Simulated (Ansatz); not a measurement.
`N[Si](F)(Cl)Br` + H₂O → `N[Si](O)(Cl)Br` + H–F at 400 K and 1 bar (formal hydrolysis of the Si–F bond).

Computed with Ansatz on PBE0-D4/def2-TZVP structures; ΔE is electronic, products minus reactants. CBS: MP2 limit from def2 TZ/QZ plus the TZ coupled-cluster correction, frozen cores. This one scheme is used for every species. For Br outer-core shells are correlated without core-valence functions, which leaves a few kJ/mol of doubt a bond. Scalar relativity is left out up to krypton. Each species was taken in one conformer, which may not be the lowest.

| species | CCSD(T)/CBS energy (Eh) | H − E (kJ/mol) | S (J/(mol·K)) |
| --- | --- | --- | --- |
| `N[Si](F)(Cl)Br` | -3478.08790 | 117.1 | 393.9 |
| H₂O | -76.37941 | 69.8 | 198.6 |
| `N[Si](O)(Cl)Br` | -3454.05781 | 149.9 | 396.6 |
| H–F | -100.39570 | 36.5 | 182.2 |

H − E and S are ideal-gas, rigid-rotor, harmonic terms from PBE0-D4/def2-TZVP, for one conformer and one mirror image of each species. 1 Eh = 2625.50 kJ/mol, R = 8.31446 J/(mol·K).

Q: By hand: ΔE, ΔH, ΔS and ΔG.

A: ΔE = (-3454.05781) + (-100.39570) − (-3478.08790) − (-76.37941) = 0.01380 Eh = 36.2 kJ/mol. Δ(H − E) = 149.9 + 36.5 − 117.1 − 69.8 = -0.5, so ΔH = 35.7 kJ/mol. ΔS = 396.6 + 182.2 − 393.9 − 198.6 = -13.7 J/(mol·K). ΔG = 35.7 − 400 × (-13.7)/1000 = 41.2 kJ/mol.

Q: By hand: the equilibrium constant, and the temperature at which ΔG would vanish if ΔH and ΔS stayed fixed.

A: log₁₀ K = −ΔG/(RT ln 10) = -5.4. ΔH and −TΔS have one sign here, so there is no such temperature.

The number of gas molecules stays the same, so ΔS is small and ΔH decides. A doubt of 5 kJ/mol in ΔE shifts log₁₀ K by 0.7 here. Other conformers and mirror images would add mixing entropy, several J/(mol·K) or more a flexible species. These are equilibria of isolated gas molecules and say nothing of rates. Largest T1 diagnostic: 0.009 (customary marks: 0.02 for closed shells, 0.045 for open ones).
